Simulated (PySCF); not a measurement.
Mn⁹⁺: ionisation energy

Mn⁹⁺ [Ne] 3s2 3p4 [3p1/2^2 3p3/2^2, M_J = 2] → Mn¹⁰⁺ [Ne] 3s2 3p3 [3p1/2^2 3p3/2^1, M_J = 3/2], as a difference of total energies. Calculation: PySCF 2.14, in an even-tempered Gaussian basis (20 s from 0.53 bohr⁻², ratio 2.4; 14 p from 0.69 bohr⁻², ratio 2.4; 5 d from 4.2 bohr⁻², ratio 2.6; 4 f from 6.3 bohr⁻², ratio 2.6); the two-component X2C-1e Hamiltonian. Correlated levels: 1s2 frozen; the 58 highest virtual spinors dropped. "Screened" scales the spin-orbit matrix elements by Boettger's factors to mimic the two-electron term; Breit and QED terms are absent.

| method | ionisation energy (eV) |
| --- | --- |
| GHF (spin-free) | 246.53 |
| GMP2 (spin-free) | 247.50 |
| GHF (screened spin-orbit) | 247.11 |
| GMP2 (screened spin-orbit) | 248.07 |

**Question.** How much does correlation contribute at GMP2 (screened spin-orbit)?

**Answer.** 248.07 − (247.11) = 0.96 eV, measured against GHF (screened spin-orbit).

The labels give the starting determinants; with spin-orbit coupling the two ends relaxed to ⟨J²⟩ = 6.01, ⟨L²⟩ = 2.14, ⟨S²⟩ = 1.93 and ⟨J²⟩ = 3.75, ⟨L²⟩ = 0.03, ⟨S²⟩ = 3.70.

For comparison: 248.6 ± 0.3 eV (semi-empirical (NIST evaluation); NIST Atomic Spectra Database, ionization energies).
